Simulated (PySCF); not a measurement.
C7H12O.
Z-matrix (Å and degrees, GFN2-xTB geometry), rows numbered from 1:
```
O 
C   1  1.3969
C   2  1.5426  1  117.88
C   3  1.5361  2   89.61  1   130.95
C   4  1.5358  3  120.14  2   114.00
C   5  1.5360  4   89.73  3   136.11
C   6  1.5357  5   89.60  4    -8.76
C   4  1.5369  3   89.86  2    -9.41
H   1  0.9644  2  108.62  3   -53.03
H   2  1.0910  1  105.33  3  -127.22
H   3  1.0902  2  112.35  1    16.28
H   3  1.0878  2  116.07  1  -110.03
H   5  1.0882  4  115.48  3  -105.19
H   5  1.0886  4  112.72  3    20.79
H   6  1.0877  5  115.68  4  -127.22
H   6  1.0877  5  113.07  4   106.18
H   7  1.0888  4  115.28  3   106.75
H   7  1.0890  4  112.86  3   -19.31
H   8  1.0903  2  112.27  1   -16.31
H   8  1.0877  2  116.11  1   109.94
```

Jobs on this species (20 atoms, 62 electrons) with PySCF (density fitting). Hardware of each: one thread of an Arm Neoverse N1, shared host. The host was shared with other jobs, so the times are rough. Peak memory is the resident size of the whole Python process, interpreter and libraries included.

| level and settings | work | basis functions | SCF cycles | wall time | peak memory |
| --- | --- | --- | --- | --- | --- |
| PBE0/pcSseg-1, IEF-PCM methanol, level shift 0.3 Eh, fitting basis def2-universal-jkfit | shieldings, ring-centre shieldings | 196 | ? | ? | ? |
| BP86/IGLO-II, IEF-PCM chloroform, energy threshold 1e-07 Eh, damping 0.3 at the start, DIIS from the seventh cycle | spin–spin couplings from 19 perturbed nuclei, spin–dipole term left out | 248 | 14 | 76 s | 0.95 GiB |
| revPBE/pcSseg-1, damping 0.2 at the start, DIIS from the seventh cycle | shieldings, ring-centre shieldings | 196 | 20 | 1.9 min | 0.77 GiB |

Task: Fill in the missing figures.

Result: 
- PBE0/pcSseg-1, IEF-PCM methanol, level shift 0.3 Eh, fitting basis def2-universal-jkfit; shieldings, ring-centre shieldings: 59 s, 1.1 GiB, 11 SCF cycles

Task: What do all jobs in the table cost together?

Result: About 4.2 min; the longest takes about 46 % of that, and about 1.9 times as long as the shortest.
